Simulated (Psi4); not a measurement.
C4H10O, triplet, at the geometry of the source list (a higher spin typed on purpose: for a closed-shell molecule this is an excited state), with bond 7-1 at 2.0 times its length; TPSS/STO-3G (Psi4).

The Psi4 input:
```
memory 2 GB

molecule mol {
0 3
  C    -0.181300   -1.371700   -0.419200
  C    -0.102800    0.013400    0.233700
  C    -0.602900    1.082400   -0.745100
  C     1.330500    0.317200    0.667300
  O    -0.884300    0.036800    1.421200
  H     0.455500   -1.412800   -1.298400
  H     0.468900   -2.892700    0.991800
  H    -1.203700   -1.594500   -0.721700
  H    -0.576400    2.060000   -0.270400
  H     0.022900    1.105700   -1.632800
  H    -1.627600    0.873000   -1.049400
  H     1.996100    0.317600   -0.190600
  H     1.662900   -0.432400    1.379600
  H     1.367200    1.288900    1.151000
  H    -1.799800   -0.151300    1.188400
}

set basis sto-3g
set reference uks
set df_basis_scf cc-pvqz-jkfit

energy('tpss')
print_variables()
```

### Question
What does Psi4 print? Leave out banner, timings and long lists.

### Answer

```
   => Loading Basis Set <=

    Name: STO-3G
    Role: ORBITAL
    Keyword: BASIS

         ---------------------------------------------------------
                                   SCF
               by Justin Turney, Rob Parrish, Andy Simmonett
                          and Daniel G. A. Smith
                              UKS Reference
         ---------------------------------------------------------

  ==> Geometry <==

    Molecular point group: c1
    Full point group: C1

    Geometry (in Angstrom), charge = 0, multiplicity = 3:

       Center              X                  Y                   Z               Mass
    ------------   -----------------  -----------------  -----------------  -----------------
         C           -0.072619494317    -1.374928585800    -0.677273647120    12.000000000000
         C            0.005880505683     0.010171414200    -0.024373647120    12.000000000000
         C           -0.494219494317     1.079171414200    -1.003173647120    12.000000000000
         C            1.439180505683     0.313971414200     0.409226352880    12.000000000000
         O           -0.775619494317     0.033571414200     1.163126352880    15.994914619570
         H            0.564180505683    -1.416028585800    -1.556473647120     1.007825032230
         H            0.577580505683    -2.895928585800     0.733726352880     1.007825032230
         H           -1.095019494317    -1.597728585800    -0.979773647120     1.007825032230
         H           -0.467719494317     2.056771414200    -0.528473647120     1.007825032230
         H            0.131580505683     1.102471414200    -1.890873647120     1.007825032230
         H           -1.518919494317     0.869771414200    -1.307473647120     1.007825032230
         H            2.104780505683     0.314371414200    -0.448673647120     1.007825032230
         H            1.771580505683    -0.435628585800     1.121526352880     1.007825032230
         H            1.475880505683     1.285671414200     0.892926352880     1.007825032230
         H           -1.691119494317    -0.154528585800     0.930326352880     1.007825032230

  Running in c1 symmetry.

  Rotational constants: A =      0.15714  B =      0.15054  C =      0.14517 [cm^-1]
  Rotational constants: A =   4711.04891  B =   4513.19427  C =   4352.13737 [MHz]
  Nuclear repulsion =  196.925569681549661

  Charge       = 0
  Multiplicity = 3
  Electrons    = 42
  Nalpha       = 22
  Nbeta        = 20

  ==> Algorithm <==

  SCF Algorithm Type is DF.
  DIIS enabled.
  MOM disabled.
  Fractional occupation disabled.
  Guess Type is SAD.
  Energy threshold   = 1.00e-06
  Density threshold  = 1.00e-06
  Integral threshold = 1.00e-12

  ==> Primary Basis <==

  Basis Set: STO-3G
    Blend: STO-3G
    Number of shells: 25
    Number of basis functions: 35
    Number of Cartesian functions: 35
    Spherical Harmonics?: true
    Max angular momentum: 1

  ==> DFT Potential <==

   => LibXC <=

    Version 7.1.2
    S. Lehtola, C. Steigemann, M. J. T. Oliveira, and M. A. L. Marques,  SoftwareX 7, 1–5 (2018) (10.1016/j.softx.2017.11.002)

   => Composite Functional: TPSS <=

    TPSS Meta-GGA XC Functional

    J. Tao, et al., Phys. Rev. Lett., 91, 146401, 2003

    Deriv               =              1
    GGA                 =           TRUE
    Meta                =           TRUE

    Exchange Hybrid     =          FALSE
    MP2 Hybrid          =          FALSE

   => Exchange Functionals <=

    1.0000   XC_MGGA_X_TPSS

   => Correlation Functionals <=

    1.0000   XC_MGGA_C_TPSS

   => LibXC Density Thresholds  <==

    XC_MGGA_C_TPSS:  1.00E-15
    XC_MGGA_X_TPSS:  1.00E-15

   => Molecular Quadrature <=

    Radial Scheme          =       TREUTLER
    Pruning Scheme         =           NONE
    Nuclear Scheme         =       TREUTLER

    Blocking Scheme        =         OCTREE
    BS radius alpha        =              1
    Pruning alpha          =              1
    Radial Points          =             75
    Spherical Points       =            302
    Total Points           =         317083
    Total Blocks           =           2392
    Max Points             =            256
    Max Functions          =             34
    Weights Tolerance      =       1.00E-15

   => Loading Basis Set <=

    Name: CC-PVQZ-JKFIT
    Role: JKFIT
    Keyword: DF_BASIS_SCF

  ==> Integral Setup <==

  SCF_SUBTYPE=INCORE selected. In-core MEM_DF algorithm will be used.
  Using in-core AOs.

  ==> MemDFJK: Density-Fitted J/K Matrices <==

    J tasked:                   Yes
    K tasked:                    No
    wK tasked:                   No
    Algorithm:                 Core
    Schwarz Cutoff:           1E-12
    Mask sparsity (%):       0.9796
    Fitting Condition:        1E-10

   => Auxiliary Basis Set <=

  Basis Set: CC-PVQZ-JKFIT
    Blend: CC-PVQZ-JKFIT
    Number of shells: 270
    Number of basis functions: 1040
    Number of Cartesian functions: 1370
    Spherical Harmonics?: true
    Max angular momentum: 5

  Minimum eigenvalue in the overlap matrix is 2.0518336213E-01.
  Reciprocal condition number of the overlap matrix is 8.0520479047E-02.
    Using symmetric orthogonalization.

  ==> Pre-Iterations <==

  SCF Guess: Superposition of Atomic Densities via on-the-fly atomic UHF (no occupation information).

   -------------------------
    Irrep   Nso     Nmo
   -------------------------
     A         35      35
   -------------------------
    Total      35      35
   -------------------------

  ==> Iterations <==

                           Total Energy        Delta E     RMS |[F,P]|

   @DF-UKS iter SAD:  -228.03395090397424   -2.28034e+02   0.00000e+00
   @DF-UKS iter   1:  -230.27460945114800   -2.24066e+00   1.02084e-02 ADIIS/DIIS
   @DF-UKS iter   2:  -229.33141977775841    9.43190e-01   2.43380e-02 ADIIS/DIIS
   @DF-UKS iter   3:  -230.52654288000639   -1.19512e+00   5.45981e-03 ADIIS/DIIS
   @DF-UKS iter   4:  -230.54898118928278   -2.24383e-02   2.52991e-03 ADIIS/DIIS
   @DF-UKS iter   5:  -230.55219777229311   -3.21658e-03   1.65665e-03 ADIIS/DIIS
   @DF-UKS iter   6:  -230.55464469785758   -2.44693e-03   2.65690e-04 ADIIS/DIIS
   @DF-UKS iter   7:  -230.55470438778349   -5.96899e-05   1.03821e-04 ADIIS/DIIS
   @DF-UKS iter   8:  -230.55471338198569   -8.99420e-06   1.45635e-05 DIIS
   @DF-UKS iter   9:  -230.55471359448569   -2.12500e-07   5.49589e-06 DIIS
   @DF-UKS iter  10:  -230.55471362717776   -3.26921e-08   1.24713e-06 DIIS
   @DF-UKS iter  11:  -230.55471362915489   -1.97713e-09   4.09163e-07 DIIS
  Energy and wave function converged.

  ==> Post-Iterations <==

   Electrons on quadrature grid:
      Nalpha   =   21.9999973239 ; deviation = -2.676e-06
      Nbeta    =   19.9999906712 ; deviation = -9.329e-06
      Ntotal   =   41.9999879951 ; deviation = -1.200e-05

   @Spin Contamination Metric:   2.948105679E-03
   @S^2 Expected:                2.000000000E+00
   @S^2 Observed:                2.002948106E+00
   @S   Expected:                1.000000000E+00
   @S   Observed:                1.000000000E+00

    Orbital Energies [Eh]
    ---------------------

    Alpha Occupied:

[...]
      22A     -0.074635

    Alpha Virtual:

[...]
      35A      0.505801

    Beta Occupied:

[...]
    Beta Virtual:

[...]
    Final Occupation by Irrep:
              A
    DOCC [    20 ]
    SOCC [     2 ]
    NA   [    22 ]
    NB   [    20 ]

  @DF-UKS Final Energy:  -230.55471362915489

   => Energetics <=

    Nuclear Repulsion Energy =            196.9255696815496606
    One-Electron Energy =                -703.1346942061827576
    Two-Electron Energy =                 309.9086339423243430
    DFT Exchange-Correlation Energy =     -34.2542230468461142
    Empirical Dispersion Energy =           0.0000000000000000
    VV10 Nonlocal Energy =                  0.0000000000000000
    Total Energy =                       -230.5547136291548895

  UHF NO Occupations:
  HONO-2 :   20  A 1.9994157
  HONO-1 :   21  A 1.0000000
  HONO-0 :   22  A 1.0000000
  LUNO+0 :   23  A 0.0005843
  LUNO+1 :   24  A 0.0004345
  LUNO+2 :   25  A 0.0003751
  LUNO+3 :   26  A 0.0000711

Computation Completed

Properties will be evaluated at   0.000000,   0.000000,   0.000000 [a0]

Properties computed using the SCF density matrix

 Multipole Moments:

 ------------------------------------------------------------------------------------
     Multipole            Electronic (a.u.)      Nuclear  (a.u.)        Total (a.u.)
 ------------------------------------------------------------------------------------

 L = 1.  Multiply by 2.5417464519 to convert [e a0] to [Debye]
 Dipole X            :         -1.9789140            1.7332213           -0.2456926
 Dipole Y            :          0.9114902           -0.8161739            0.0953163
 Dipole Z            :          2.3240961           -2.8379778           -0.5138817
 Magnitude           :                                                    0.5775158

 ------------------------------------------------------------------------------------

  Variable Map:
  ----------------------------------------------------------------------------
[...]
  Array Variable Map:
  ----------------------------------------------------------------------------
[...]
[...]
```
